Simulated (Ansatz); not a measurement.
Ideal-gas functions of `[F][Ge]([F])([F])[Br]` at 400 K and 1 bar, from an Ansatz frequency run at PBE0-D4/def2-TZVP.

Molar mass 209.51 g/mol, point group C3v (symmetry number 3), electronic degeneracy 1, moments of inertia 142.431, 395.968, 395.972 u Å². Harmonic wavenumbers (cm⁻¹, unscaled): 150, 150, 237, 237, 241, 358, 738, 775, 775.

Use S(trans) = R[1.5 ln M + 2.5 ln T − 1.1517]; rotational temperatures θ = 24.2544 K / I; S(rot) = R[ln(√π/σ · √(T³/θAθBθC)) + 1.5]; for each mode x = 1.438777 ν̃/T, S = R[x/(eˣ − 1) − ln(1 − e⁻ˣ)] and H = RT x/(eˣ − 1); 1 cm⁻¹ = 0.0119627 kJ/mol; R = 8.31446 J/(mol·K).

Task: By hand: the entropy, in J/(mol·K).

Result: Translation 181.6. Rotation: θ = 0.1703, 0.0613, 0.0613 K, giving 113.4. Vibration, mode by mode: 13.54, 13.54, 9.89, 9.89, 9.76, 6.76, 2.28, 2.05, 2.05, in all 69.8. Electronic 0.0. Sum 364.8 J/(mol·K).

Task: By hand: H − E and G − E in kJ/mol, counted from the electronic energy.

Result: Zero-point energy ½ × 3661 × 0.0119627 = 21.9; thermal vibration 14.8; translation, rotation and pV give 4 RT = 13.3. H − E = 50.0 kJ/mol, and G − E = 50.0 − 400 × 364.8/1000 = -95.9 kJ/mol.

Vibration gives 19 % of the entropy.
